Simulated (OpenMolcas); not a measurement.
## P II: the spin-orbit constant, worked from levels

```yaml
Program: OpenMolcas
Basis: ANO-RCC-VQZP [6s5p3d2f1g]
Scalar_Hamiltonian: DKH2, point nucleus
Active_space: 4 electrons in 4 orbitals (3s 3p)
State_averaging: 2S+1 = 3 even, 3 roots; 2S+1 = 1 even, 6 roots; 2S+1 = 5 odd, 1 root; 2S+1 = 3 odd, 9 roots; 2S+1 = 1 odd, 8 roots
Spin-orbit_coupling: state interaction with AMFI integrals over the reference wave functions, term energies averaged over their components
```

Methods: CASSCF; SS-CASPT2, IPEA 0.25 Eh, imaginary shift 0.1 Eh (closed shells correlated: 2s 2p). Measured levels: NIST Handbook of Basic Atomic Spectroscopic Data.

**The spin-orbit constant.** For the Hund term ³P of p2, E(J) = (A/2) J(J+1) + constant and ζ = 2S·A = 2A. From J = 0 to J = 2 the energy changes by 3 A.

| Source | E(2) - E(0) | A | ζ |
| --- | --- | --- | --- |
| CASSCF | 412.1 | 137.4 | 275 |
| SS-CASPT2 | 411.0 | 137.0 | 274 |
| measured | 469.1 | 156.4 | 313 |

All in cm-1. SS-CASPT2 is off by -12.4 % and CASSCF by -12.2 %. Both methods take the spin-orbit matrix elements from the reference wave functions, so the second can move ζ only through the term energies and any multistate remixing. Second-order mixing with other terms is absorbed into this ζ.

Over all roots computed the reference weight is 0.85 to 0.98 in SS-CASPT2; the roots of lowest weight are the least certain, and an intruder state may touch them. Without dynamic correlation excited terms often stand tens of per cent too high (terms of higher spin than the ground term too low), and those without a measured partner can miss by more than the paired ones (holds for CASSCF). Measured partners are found by configuration, term and J. A level has none where our copy of the source lacks it or the pairing is in doubt (some pairs that miss far off the trend of their configuration count as doubtful), and it then counts in no deviation. Only configurations of the active space appear.
